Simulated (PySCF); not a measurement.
C₄H₅BO₂.
Numbering: `[CH:1]#[C:2]/[CH:3]=[CH:4]\[B:5]([OH:6])[OH:7]` (hydrogens: H8 on C1; H9 on C3; H10 on C4; H11 on O6; H12 on O7)

Torsions of this conformer, `[CH:1]#[C:2]/[CH:3]=[CH:4]\[B:5]([OH:6])[OH:7]`: C3–C4–B5–O6 179°, H–O6–B5–C4 180°, H–O7–B5–C4 0°.

The closed-shell ground state was solved at several levels (PySCF, density fitting, gas phase, non-relativistic). Isolated species at its PBE0-D3(BJ)/def2-SVP geometry (one conformer only).

| level | basis functions | HOMO (eV) | LUMO (eV) | gap (eV) | dipole (D) |
| --- | --- | --- | --- | --- | --- |
| PBE0/6-31G* | 108 | -7.19 | -1.31 | 5.88 | 1.48 |
| HF/def2-SVPD | 186 | -9.75 | 1.82 | 11.57 | 1.60 |
| PBE0/aug-cc-pVDZ | 206 | -7.50 | -1.74 | 5.76 | 1.44 |
| BLYP/pcSseg-1 | 144 | -6.26 | -2.38 | 3.88 | 1.36 |
| OPBE/pcSseg-1 | 144 | -6.43 | -2.48 | 3.95 | 1.32 |

(1) What might PBE0/6-31G (73 basis functions) give for the same quantities?

(2) Over all these levels, which gives the widest orbital gap and which the narrowest?

(3) How much does the basis alone move the frontier levels among the 3 PBE0 rows (the withheld one included)?

(4) How far do the dipole and the HOMO energy spread over the levels?

Results:

(1) HOMO -7.33 eV, LUMO -1.39 eV, gap 5.94 eV, dipole 1.88 D.

(2) HF/def2-SVPD (Hartree–Fock, all exact exchange) has the widest, 11.57 eV, and BLYP/pcSseg-1 (GGA) the narrowest, 3.88 eV. Functional and basis both differ between the two, so the spread mixes both effects.

(3) The HOMO by 0.31 eV and the LUMO by 0.43 eV. By rising basis size (HOMO, LUMO in eV): 6-31G -7.33, -1.39; 6-31G* -7.19, -1.31; aug-cc-pVDZ -7.50, -1.74.

(4) The dipole runs from 1.32 to 1.88 D (mean 1.51 D) and the HOMO from -9.75 to -6.26 eV.
